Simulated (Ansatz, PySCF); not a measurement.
sulfur difluoride (F₂S), SMILES S(F)F. Atoms are numbered in the order given.

```xyz
3

F      0.0000    -1.2150    -0.4957
S      0.0000     0.0000     0.5477
F      0.0000     1.2150    -0.4957
```

Geometry: r2SCAN-D4/def2-TZVP.

Two levels are set side by side: PBE-D3(BJ)/def2-TZVP (Ansatz, an electronic-structure program) and r2SCAN-D4/def2-TZVP (Ansatz). Each level has its own optimised geometry; the coordinates shown are those of the second. Frequencies come from the Hessian of PySCF at each geometry. Differences are taken from unrounded values.

```csv
quantity,r2SCAN-D4
mean bond length (Å),1.602
bond F1–S2 (Å),1.602
bond S2–F3 (Å),1.602
highest harmonic wavenumber (cm⁻¹),834
mean harmonic wavenumber (cm⁻¹),662
zero-point energy (kcal/mol),2.84
```

Question: What does PBE-D3(BJ) give, and how far is it from r2SCAN-D4? (An estimate is asked for; the answer gives what the named calculation found.)

Answer: 
| quantity | PBE-D3(BJ) | PBE-D3(BJ) minus r2SCAN-D4 |
|---|---|---|
| mean bond length (Å) | 1.620 | 0.018 |
| bond F1–S2 (Å) | 1.620 | 0.018 |
| bond S2–F3 (Å) | 1.620 | 0.018 |
| highest harmonic wavenumber (cm⁻¹) | 796 | -38 |
| mean harmonic wavenumber (cm⁻¹) | 630 | -31 |
| zero-point energy (kcal/mol) | 2.70 | -0.13 |
